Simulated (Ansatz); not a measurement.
C2H7OPSi (`C=C(O)[SiH2]P`). Charge 0, multiplicity 1. The geometry is a stationary point of PBE0-D4/def2-TZVP. It is one conformer, not always the lowest.

```xyz
12

C    -1.454    1.015    0.678
C    -0.819    0.043    0.025
O    -1.238   -1.251   -0.015
Si    0.777    0.337   -0.921
P     2.523   -0.849   -0.136
H    -2.372    0.837    1.235
H    -1.068    2.025    0.669
H    -2.052   -1.343    0.493
H     0.591   -0.044   -2.346
H     1.091    1.785   -0.824
H     2.255   -0.506    1.217
H     1.767   -2.050   -0.073
```

Task: What is the dipole moment at ωB97M-V/def2-TZVPP? (Estimate.)

Result: Ansatz gave: 1.97 D, with components (-1.64, 0.16, 1.07) D in this frame, pointing from negative to positive charge.

Task: And with PBE, r2SCAN, B3LYP? (Best estimate.)

Result: The calculation gave: PBE 2.01 D, r2SCAN 2.06 D, B3LYP 1.97 D.

Task: Give the Mulliken charges with ωB97M-V, B3LYP, PBE in def2-TZVPP. (An estimate is asked.)

Result: Ansatz gave: 
```csv
atom,ωB97M-V,B3LYP,PBE
C1,-0.23,-0.26,-0.24
C2,0.06,0.10,0.09
O3,-0.29,-0.31,-0.26
Si4,0.24,0.32,0.24
P5,-0.20,-0.15,-0.17
H6,0.08,0.07,0.06
H7,0.09,0.10,0.09
H8,0.18,0.19,0.19
H9,-0.02,-0.06,-0.05
H10,-0.02,-0.07,-0.06
H11,0.06,0.03,0.05
H12,0.07,0.04,0.06
```

B3LYP here is the variant with VWN-RPA as its local correlation; programs differ in this.
